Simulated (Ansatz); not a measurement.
Basis-set extrapolation for CH₃FOSi (`CO[Si]F`) (PBE0-D4/def2-TZVP geometry, frozen core, Ansatz). Multiplicity 1, RHF reference.

```json
{"": "HF", "def2-TZVPP": "-503.026901", "def2-QZVPP": "-503.046724"}
{"": "MP2 correlation", "def2-TZVPP": "-0.758413", "def2-QZVPP": "-0.821261"}
{"": "CCSD(T) correlation", "def2-TZVPP": "-0.809283", "def2-QZVPP": "not run"}
```

Energies in hartree. Use E(X) = E(∞) + A·exp(−7.88·√X) for Hartree–Fock and E(X) = E(∞) + B·X^(−2.97) for correlation, with X = 3 and 4, and add CCSD(T) minus MP2 of the smaller set to the MP2 limit.

Q: What is the CCSD(T) energy at the basis-set limit?

A: HF limit: -503.046724 + (-0.019823) × 0.13774 = -503.04945. MP2 limit: -0.821261 + (-0.062848) × 0.74074 = -0.86782. Higher-order term: -0.809283 − (-0.758413) = -0.05087. Total: -503.96814 hartree, 82.8 kcal/mol below CCSD(T)/def2-TZVPP.
